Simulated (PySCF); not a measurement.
# Electric field gradients and quadrupole coupling constants

Species: C₆H₁₃NOSi.
Cartesian coordinates in Å at the GFN2-xTB level; atoms count from 1:
```
atom  x, y, z in Å
C1    -0.699    2.357   -0.616
C2    -1.092    1.003   -0.041
C3     0.020   -0.065   -0.094
C4     0.351   -0.307   -1.492
N5     0.593   -0.506   -2.592
C6     1.297    0.377    0.649
C7     2.367   -0.708    0.629
O8    -0.428   -1.258    0.497
Si9   -1.713   -2.208    0.232
H10    0.044    2.851    0.005
H11   -0.298    2.246   -1.622
H12   -1.576    2.998   -0.666
H13   -1.396    1.105    1.003
H14   -1.945    0.607   -0.599
H15    1.684    1.284    0.183
H16    1.017    0.602    1.680
H17    3.238   -0.384    1.194
H18    1.982   -1.622    1.075
H19    2.675   -0.923   -0.392
H20   -2.958   -1.543    0.633
H21   -1.350   -3.295    1.125
H22   -1.826   -2.591   -1.175
```

Field gradients from the PBE0/pcSseg-1 density (PySCF, non-relativistic), principal values in atomic units, ordered |Vxx| ≤ |Vyy| ≤ |Vzz|:

```tsv
atom	Vxx	Vyy	Vzz
N5	0.4470	0.5455	-0.9925
O8	-0.6068	-1.1857	1.7924
```

Task: Find the asymmetry η = (Vxx − Vyy)/Vzz and the couplings χ = eQV/h (234.96 MHz × Q in barn × V in au), with Q(14N) = 0.02044 b, Q(17O) = −0.0256 b.

Result: 
```csv
atom,environment,nucleus,η,χzz (MHz),χxx (MHz),χyy (MHz)
N5,nitrile nitrogen,14N,0.10,-4.767,2.147,2.620
O8,silyl ether oxygen,17O,0.32,-10.78,3.65,7.13
```

Task: What is Vzz at O8 in SI units (1 au = 9.71736 × 10²¹ V/m²)?

Result: 1.7924 au = 17.418 × 10²¹ V/m².

Task: And the gradient at the other heavy atoms, for which no coupling is worked out here?

Result: 
```
atom                 environment  Vzz (au)     η
  C1               methyl carbon     0.085  0.12
  C2            chain CH2 carbon     0.097  0.58
  C3  sp3 carbon bound to oxygen     0.347  0.73
  C4              nitrile carbon    -0.418  0.04
  C6            chain CH2 carbon     0.116  0.33
  C7               methyl carbon     0.093  0.37
 Si9        oxygen-bound silicon     0.562  0.20
```

Task: What couplings would deuterons (Q(2H) = 0.00286 b) have in place of the hydrogens, at this geometry?

Result: 
| atom | bonded to | bond length (Å) | Vzz (au) | η | χzz (kHz) |
| --- | --- | --- | --- | --- | --- |
| H10 | C1 | 1.087 | 0.3146 | 0.02 | 211 |
| H11 | C1 | 1.088 | 0.3079 | 0.03 | 207 |
| H12 | C1 | 1.088 | 0.3145 | 0.02 | 211 |
| H13 | C2 | 1.092 | 0.3012 | 0.02 | 202 |
| H14 | C2 | 1.093 | 0.2974 | 0.05 | 200 |
| H15 | C6 | 1.091 | 0.3024 | 0.03 | 203 |
| H16 | C6 | 1.092 | 0.3026 | 0.04 | 203 |
| H17 | C7 | 1.087 | 0.3164 | 0.02 | 213 |
| H18 | C7 | 1.087 | 0.3127 | 0.02 | 210 |
| H19 | C7 | 1.088 | 0.3088 | 0.03 | 207 |
| H20 | Si9 | 1.467 | 0.1561 | 0.04 | 105 |
| H21 | Si9 | 1.453 | 0.1680 | 0.02 | 113 |
| H22 | Si9 | 1.462 | 0.1585 | 0.04 | 106 |

Geometry: GFN2-xTB, one conformer, isolated molecule. GFN2-xTB bond lengths can be off by several hundredths of an ångström, more for odd bonds, and the gradients follow them. The basis is small and wasn't made for field gradients, so the couplings can be 20 % off.
